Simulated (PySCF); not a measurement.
C4H9OSi (doublet state).
Structure used (GFN2-xTB), in Å, numbered top down from 1:
```xyz
15
C4H9OSi angstrom
Si    -1.7997   -0.2612    0.6564
C     -0.4455   -0.1445   -0.7015
C     -0.0655    1.2783   -0.6484
O      1.1726    1.4819   -0.0978
C      1.6416    0.2396    0.3934
C      0.8670   -0.8520   -0.3533
H     -2.8840    0.6272    0.2466
H     -2.3015   -1.6382    0.7777
H     -1.2106    0.1358    1.9331
H     -0.8404   -0.4499   -1.6711
H     -0.4409    2.0773   -1.2551
H      2.7211    0.1990    0.2293
H      1.4480    0.1897    1.4728
H      0.7354   -1.7403    0.2615
H      1.3981   -1.1346   -1.2654
```

The hyperfine couplings belong to this conformer and change with its torsions.

As a line formula: `[SiH3][C@H]1[CH]OCC1` [radical].

Computed, not measured: PySCF 2.14.0, UKS B3LYP, pcH-1 on C H O Si, non-relativistic, mean-field spin-orbit, GIAO. One conformer (not necessarily the lowest) at the GFN2-xTB geometry, without solvent, vibrations or thermal averaging. Couplings are sensitive to structure, and on GFN2-xTB geometries they can be far from those on DFT ones. No stability test was run, so a lower SCF solution isn't excluded.

The largest Mulliken spin populations are on C3 (+0.84) and O4 (+0.13). C3 is the only atom above +0.15. The angles at C3 add up to 356.2°, so it is nearly planar; its axial dipolar tensor and the negative coupling of its proton fit spin in a p orbital normal to that plane.

(1) Find Q in a(H) = Q·ρ(C) for the protons on the planar carbons that carry spin.

## Answers

(1) 
| H | C | ρ(C) | a(H) (G) | a/ρ (G) |
| --- | --- | --- | --- | --- |
| H11 | C3 | +0.838 | -13.65 | -16.3 |

One proton gives one ratio, Q = -16.3 G, and no test of linearity. In McConnell's picture π spin on carbon polarises the C–H bond and leaves opposite spin at the proton, which makes Q negative, as found here.

Couplings in gauss use g_iso = 2.0032.
